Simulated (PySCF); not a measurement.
What binds AlSb: the parts of the energy along the bond

State: ³Σ⁻, triplet, unpaired electrons π ↑↑. ROHF-based CCSD(T) in PySCF 2.14 with Al aug-cc-pV(D+d)Z, Sb cc-pwCVDZ-PP with ECP28 and Al aug-cc-pV(T+d)Z, Sb cc-pwCVTZ-PP with ECP28 (frozen core orbitals: 9; scalar-relativistic core potentials). Correlation energies are extrapolated as n⁻³ (n = 2, 3), Hartree–Fock as (n+1)·exp(−9√n). All energies in eV from Al + Sb.

```csv
R (Å),HF/CBS,CCSD corr.,(T),total
2.4338,-0.396,-0.960,-0.1136,-1.470
2.5444,-0.665,-0.928,-0.1140,-1.706
2.6550,-0.800,-0.900,-0.1151,-1.815
2.7657,-0.841,-0.876,-0.1168,-1.833
2.8763,-0.815,-0.856,-0.1192,-1.790
3.0146,-0.719,-0.836,-0.1229,-1.678
3.1528,-0.577,-0.822,-0.1278,-1.527
```

A fit to the total gives Re = 2.7376 Å, De = 1.835 eV, ωe = 261.0 cm⁻¹, Be = 0.1020 cm⁻¹ (masses 26.9815 and 120.9038 u).

Task: At R = 2.7657 Å the CCSD correlation energy is -0.406190 hartree in the smaller basis and -0.598809 in the larger. Extrapolate it.

Result: (3³·E3 − 2³·E2)/(3³ − 2³) = -0.67991 hartree; the larger basis holds 88.1 % of it.

The T1 diagnostic is 0.017. The state was picked by a PBE0 search and need not be the measured ground state. Spin–orbit coupling, excitations beyond (T) and corrections to the Born–Oppenheimer picture are left out, and spin–orbit coupling matters for open p, d or f shells this heavy.
